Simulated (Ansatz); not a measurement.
Consider the hydrogenolysis of the Si–N bond: `BN[SiH2]OC` + H₂ → `CO[SiH3]` + `BN`.

Program: Ansatz. Geometries: PBE0-D4/def2-TZVP. ΔE: electronic, gas phase. CBS: MP2 limit from def2 TZ/QZ plus the TZ coupled-cluster correction, frozen cores. This one scheme is used for every species. Functionals use def2-TZVPP. B3LYP here is the variant with VWN-RPA as its local correlation; programs differ in this. One conformer a species, not always the lowest.

(1) Is it downhill or uphill in electronic energy at CCSD(T)/CBS, and by how much? (An estimate is asked.)

(2) What do these levels give: PBE-D4, PBE0-D4, B3LYP-D4, ωB97X-V, ωB97M-V, B2PLYP, B3LYP, CCSD/def2-TZVPP, HF/def2-QZVPP, MP2/def2-QZVPP, HF/CBS(def2), MP2/CBS(def2)? (Best estimate.)

Largest T1 diagnostic among the species: 0.012.

Results:

(1) Ansatz gave: Uphill: ΔE = +9.0 kcal/mol.

(2) Ansatz gave: PBE-D4 7.2, PBE0-D4 7.3, B3LYP-D4 8.0, ωB97X-V 7.7, ωB97M-V 8.4, B2PLYP 7.3, B3LYP 5.5, CCSD/def2-TZVPP 7.6, HF/def2-QZVPP 5.2, MP2/def2-QZVPP 10.4, HF/CBS(def2) 5.2, MP2/CBS(def2) 10.6 kcal/mol.

In def2-TZVPP, CCSD(T) changes the Hartree–Fock value by +3.4 kcal/mol (the triples alone add +0.8 kcal/mol) and MP2 by +4.9 kcal/mol. The D4 term adds +2.5 kcal/mol with B3LYP and +1.4 kcal/mol with PBE0; it sums over pairs of atoms, weighted by their polarisabilities, and B3LYP, whose exchange is more repulsive, gets the larger term.
